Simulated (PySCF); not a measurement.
This PySCF input asks for the NMR shieldings of SMILES [CH2]1CC[CH2][GeH2]1, C₄H₁₀Ge; the geometry comes from GFN2-xTB.

```python
import basis_set_exchange as bse
import numpy as np
from pyscf import gto, dft
from pyscf.prop import nmr

atoms = """
C    -0.888629   -0.934544   -0.186345
C    -1.175868    0.495444    0.267420
C    -0.083502    1.414480   -0.279629
Ge    1.565259    0.333508   -0.066844
C     0.521088   -1.321124    0.261725
H    -1.633904   -1.625161    0.213774
H    -0.945176   -0.973833   -1.277054
H    -1.163909    0.526722    1.359646
H    -2.165203    0.815108   -0.066394
H    -0.262276    1.618493   -1.336217
H    -0.071608    2.369882    0.241127
H     2.444967    0.305372   -1.289108
H     2.451235    0.743550    1.079337
H     0.523967   -1.559148    1.326503
H     0.879145   -2.200760   -0.269852
"""
names = dict.fromkeys(["C", "Ge", "H"], "pcSseg-1")
basis = {el: gto.basis.parse(bse.get_basis(n, elements=[el], fmt="nwchem")) for el, n in names.items()}
mol = gto.M(atom=atoms, basis=basis, charge=0, verbose=0)
mf = dft.RKS(mol, xc="PBE0")
mf.grids.level = 2
mf.grids.alignment = dft.numint.BLKSIZE   # the property module wants whole blocks of grid points
mf.conv_tol = 1e-9
mf.kernel()

calc = nmr.RKS(mf)   # GIAO
C = mf.mo_coeff
Co = C[:, mf.mo_occ > 0]
resp = mf.gen_response(singlet=True, hermi=2)
def vind(x):   # induced exchange potential for any number of trial vectors
    d = np.einsum("pi,xij,qj->xpq", C, 2 * x.reshape(-1, C.shape[1], Co.shape[1]), Co, optimize=True)
    return np.einsum("xpq,pi,qj->xij", resp(d - d.transpose(0, 2, 1)), C, Co, optimize=True).ravel()
mo1, _ = nmr.rhf.solve_mo1(calc, with_cphf=vind)
sigma = calc.kernel(mo1)
for i, s in enumerate(sigma):   # ppm
    w = np.linalg.eigvalsh((s + s.T) / 2)
    print("%2d %-2s iso %8.1f  s11 %8.1f  s22 %8.1f  s33 %8.1f" % (i, mol.atom_pure_symbol(i), w.mean(), *w))
```

Question: Give the expected output.

Answer: 
```
 0 C  iso    154.0  s11    134.7  s22    156.6  s33    170.6
 1 C  iso    154.0  s11    134.8  s22    156.7  s33    170.6
 2 C  iso    174.8  s11    159.5  s22    169.8  s33    195.0
 3 Ge iso   1461.9  s11   1340.0  s22   1456.8  s33   1589.0
 4 C  iso    174.6  s11    159.5  s22    169.5  s33    194.8
 5 H  iso     29.6  s11     23.8  s22     27.3  s33     37.5
 6 H  iso     30.7  s11     26.1  s22     28.1  s33     38.0
 7 H  iso     30.7  s11     26.1  s22     28.1  s33     38.0
 8 H  iso     29.6  s11     23.8  s22     27.3  s33     37.5
 9 H  iso     31.0  s11     25.3  s22     28.0  s33     39.5
10 H  iso     30.4  s11     25.1  s22     27.4  s33     38.8
11 H  iso     27.7  s11     21.3  s22     21.6  s33     40.1
12 H  iso     27.7  s11     21.3  s22     21.6  s33     40.1
13 H  iso     31.0  s11     25.3  s22     28.0  s33     39.5
14 H  iso     30.4  s11     25.1  s22     27.4  s33     38.8
```

These numbers come from an equivalent density-fitted implementation of the same equations, which agrees with the script to about 0.01 ppm for H and up to a few tenths of a ppm for heavy atoms, so last digits may differ.

Relativistic effects, spin–orbit coupling among them, are left out; they matter for Ge and for the light atoms bonded to it.

Size and cost of the density-fitted run: 159 basis functions, 14 s wall time on 1 thread of an x86-64 server CPU, shared host.
